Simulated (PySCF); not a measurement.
Re(O)3(Me) (CH₃O₃Re), SMILES [CH3][Re](=[O])(=[O])=[O], multiplicity 1.

Geometry optimised at r2SCAN-D4/def2-SVP. The spin state was assumed, not searched. The isomer is the one that the SMILES or the coordinates give; other isomers of the formula were not compared. The def2 effective core potentials stand for the cores of Re; spin–orbit coupling is left out.

Two levels are set side by side: PBE/def2-TZVP (PySCF) and HF/def2-TZVP (PySCF). Same geometry, gas phase. Differences are taken from unrounded values.

| quantity | HF |
|---|---|
| orbital gap (eV) | 13.92 |
| highest occupied level (eV) | -13.37 |
| lowest empty level (eV) | 0.56 |
| dipole moment (D) | 3.86 |
| mean polarisability (bohr³) | 53.9 |

### Question
What does PBE give, and how far is it from HF? (The exact figures need the calculation; the answer reports its results.)

### Answer

| quantity | PBE | PBE minus HF |
|---|---|---|
| orbital gap (eV) | 4.26 | -9.66 |
| highest occupied level (eV) | -8.01 | 5.36 |
| lowest empty level (eV) | -3.75 | -4.30 |
| dipole moment (D) | 3.09 | -0.77 |
| mean polarisability (bohr³) | 57.5 | 3.6 |

PBE's occupied levels lie high since its potential decays too fast outside the molecule; exact exchange lowers them and widens the gap. Loosely held outer electrons make PBE densities more polarisable. Differences between two approximate levels are no errors against the true value.

Rough cost on one machine, each run with all the roots and properties that it gave: HF against PBE about 1/3.
